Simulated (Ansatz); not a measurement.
Program: Ansatz. Geometries: PBE0-D4/def2-TZVP. ΔE: electronic, gas phase. CBS: MP2 limit from def2 TZ/QZ plus the TZ coupled-cluster correction, frozen cores. This one scheme is used for every species, atoms too. Functionals use def2-TZVPP. B3LYP here is the variant with VWN-RPA as its local correlation; programs differ in this. Open shells (•) are unrestricted, without spin–orbit coupling. Spin–orbit coupling would lower the free atoms: a little for C, O; strongly for In. def2 core potentials past Kr. For In outer-core shells are correlated without core-valence functions, so the limit isn't a true one: a few kJ/mol of doubt a bond, and 10 to 20 or more in all where bonds break to atoms. One conformer a species, not always the lowest.

`NC[O][InH2]` → C• + 6 H• + In• + N• + O•  (atomization)

```tsv
level	ΔE (kJ/mol)	difference from CCSD(T)/CBS
PBE-D4	3233.4	49.6
r2SCAN-D4	3166.2	-17.6
PBE0-D4	3155.0	-28.8
B3LYP-D4	3165.0	-18.8
ωB97X-V	3193.5	9.7
ωB97M-V	3185.7	1.9
PBE	3217.1	33.3
r2SCAN	3162.2	-21.6
PBE0	3141.2	-42.6
B3LYP	3138.7	-45.1
MP2/def2-TZVPP	3112.1	-71.7
CCSD/def2-TZVPP	3034.2	-149.6
CCSD(T)/def2-TZVPP	3087.8	-96.0
HF/CBS(def2)	2144.1	-1039.7
MP2/CBS(def2)	3208.1	24.3
CCSD/CBS(def2)	3130.2	-53.6
CCSD(T)/CBS	3183.8	0
```

Largest T1 diagnostic among the species: 0.016.

From PBE to PBE0 (25 % exact exchange), in def2-TZVPP and without D4, ΔE moves by −75.9 kJ/mol: exact exchange takes away binding that semilocal exchange gives to molecules. In def2-TZVPP, CCSD(T) changes the Hartree–Fock value by +951.9 kJ/mol (the triples alone add +53.7 kJ/mol) and MP2 by +976.2 kJ/mol; breaking electron pairs costs correlation energy, which Hartree–Fock lacks. The D4 term adds +26.3 kJ/mol with B3LYP and +13.8 kJ/mol with PBE0; it sums over pairs of atoms, weighted by their polarisabilities, and B3LYP, whose exchange is more repulsive, gets the larger term.

For atomizations the MP2-based limit and the directly extrapolated one differ by several kJ/mol either way, and by 10 to 25 for some Ge, Se and Sn compounds, so smaller differences from it don't rank the levels.
